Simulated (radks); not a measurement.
Values are calculated unless marked as measured or tabulated.
The chromium ion Cr+, configuration [Ar] 3d5. Code: a radial shooting solver on a logarithmic mesh with Libxc functionals. Model: scalar-relativistic Kohn-Sham, LB94 model potential, spin-polarised, spherical densities, finite nucleus; open shells are filled with parallel spins first; Fermi nuclear charge, rms radius 3.6452 fm.

Normalised radial functions P(r) = r R(r), r in bohr:

r,3s down,3d down
0.005701,0.1311,0.0000
0.006479,0.1458,0.0000
0.007364,0.1618,0.0000
0.00837,0.1789,0.0001
0.009437,0.1959,0.0001
0.01073,0.2149,0.0001
0.01219,0.2346,0.0002
0.01374,0.2534,0.0002
0.01562,0.2734,0.0003
0.01775,0.2926,0.0005
0.02002,0.3093,0.0007
0.02275,0.3247,0.0010
0.02586,0.3365,0.0014
0.02916,0.3429,0.0020
0.03314,0.3433,0.0028
0.03766,0.3353,0.0040
0.04246,0.3185,0.0055
0.04826,0.2886,0.0077
0.05485,0.2449,0.0107
0.06185,0.1902,0.0146
0.07029,0.1165,0.0202
0.07989,0.0274,0.0277
0.09007,-0.0682,0.0369
0.1024,-0.1798,0.0498
0.1164,-0.2954,0.0666
0.1322,-0.4071,0.0881
0.1491,-0.4992,0.1133
0.1695,-0.5729,0.1466
0.1926,-0.6091,0.1871
0.2172,-0.5987,0.2321
0.2468,-0.5316,0.2877
0.2805,-0.4025,0.3505
0.3163,-0.2271,0.4146
0.3595,0.0081,0.4860
0.4086,0.2744,0.5572
0.4606,0.5292,0.6202
0.5236,0.7789,0.6797
0.595,0.9794,0.7286
0.6709,1.1044,0.7628
0.7625,1.1595,0.7851
0.8667,1.1332,0.7914
0.9771,1.0440,0.7828
1.111,0.8987,0.7588
1.262,0.7251,0.7214
1.423,0.5583,0.6758
1.617,0.3947,0.6181
1.838,0.2588,0.5531
2.089,0.1564,0.4832
2.356,0.0899,0.4153
2.677,0.0452,0.3424
3.043,0.0203,0.2719
3.431,0.0085,0.2101
3.9,0.0030,0.1516
4.432,0.0009,0.1027
4.997,0.0002,0.0667
5.68,0.0000,0.0388

3s down: eigenvalue -84.840 eV, 2 radial nodes at r = 0.0828, 0.358 bohr, <r> = 0.912 bohr, 90 % of the charge inside 1.38 bohr. 3d down (empty): eigenvalue -15.557 eV, 0 radial nodes, <r> = 1.44 bohr, 90 % of the charge inside 2.58 bohr.
